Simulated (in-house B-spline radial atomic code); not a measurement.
How numerical settings move a run on the potassium ion K²⁺, [Ne] 3s2 3p5. Computed with a B-spline radial code for spherical atoms: scalar-relativistic (X2C) PBEsol, spin-polarised, spherical fractional occupations, Fermi nucleus of rms radius 3.4349 fm.

Command:
```bash
python run_scf.py task.json out
```
Settings of the sound reference run:
```
Z                19
electrons        17
configuration    [Ne] 3s2 3p5
hamiltonian      x2c
method           pbesol
spin_polarised   True
nucleus          fermi
rms_radius       3.4349
mass_number      39
atomic_mass      38.96371
speed_of_light   137.036
knot_spacing     0.22
spline_order     8
gauss_points     12
box_radius       22.22
max_iterations   70
damping          0.5
damped_steps     3
diis_vectors     10
tolerance        1e-08
start            Thomas-Fermi
```

Run time, properties included: 0.19 s on 1 thread of Arm Neoverse V2, with other jobs on the host.

It converges in 9 iterations to -599.899959 hartree, with 3p down at -38.4998 eV. The other runs change the listed settings, some to values that make no sense; their results aren't properties of the atom or ion. Radii are in bohr (the nuclear one in fm), a minus after a letter asks for a j subshell, and «unchanged» means within 1e-8 hartree. The run stops when the residual is below 10 × tolerance × max(1, Z/10), or a noise floor if that is larger, and the energy moves by less than 1e-8 × √|E| hartree; so very loose and very tight tolerances often act alike.

```tsv
changed settings	outcome
first_knot = 5.26e-06	converged in 9 iterations, energy -2.89e-08 hartree from the reference, 3p down level -2.3e-06 eV
damping = 0.8	converged in 10 iterations, energy unchanged, 3p down level -6.3e-07 eV
damping = 0.2	converged in 9 iterations, energy unchanged
spline_order = 10, max_iterations = 2, diis_vectors = 2	not converged after 2 iterations, last residual 1.7e-01, last energy +8.80e-01 hartree from the reference
damping = 0	converged in 9 iterations, energy unchanged, 3p down level +5.1e-06 eV
hamiltonian = dirac, method = hf, spin_polarised = False, speed_of_light = 20.91169	converged in 9 iterations to -790.0834 hartree, a different physical problem
electrons = 19, configuration = [Ne] 3s2 3p7, max_iterations = 75	stopped with error: shell 3p holds at most 3 electrons (per spin)
electrons = 18, configuration = [Ne] 3s2 3p5 3f1, max_iterations = 50	stopped with error: there is no 3f shell
first_knot = 0.00526	converged in 9 iterations, energy -3.91e-04 hartree from the reference, 3p down level +1.9e-05 eV
damping = 0.95	converged in 10 iterations, energy unchanged
max_iterations = 8, damping = 0.2	not converged after 8 iterations, last residual 3.0e-07, last energy +0.00e+00 hartree from the reference
first_knot = 5.26e-05	converged in 9 iterations, energy +9.34e-07 hartree from the reference, 3p down level +1.2e-05 eV
tolerance = 1e-06	converged in 8 iterations, energy unchanged, 3p down level +1.8e-05 eV
```

Problem. What happens with box_radius = 3.33, max_iterations = 60, damped_steps = 8?

Solution. Converged in 13 iterations, energy +8.51e-02 hartree from the reference, 3p down level +1.6e+00 eV (the program warns: 3p down reaches the box edge; 3s up reaches the box edge).

Problem. What happens with first_knot = 0.0158?

Solution. Converged in 9 iterations, energy +3.39e-03 hartree from the reference, 3p down level -5.1e-05 eV.

Problem. What happens with first_knot = 0.0526?

Solution. Converged in 9 iterations, energy +4.48e-02 hartree from the reference, 3p down level -8.3e-04 eV.

Problem. What happens with spline_order = 3, max_iterations = 3, damped_steps = 8, tolerance = 1e-05?

Solution. Not converged after 3 iterations, last residual 4.8e-02, last energy +8.55e-02 hartree from the reference.
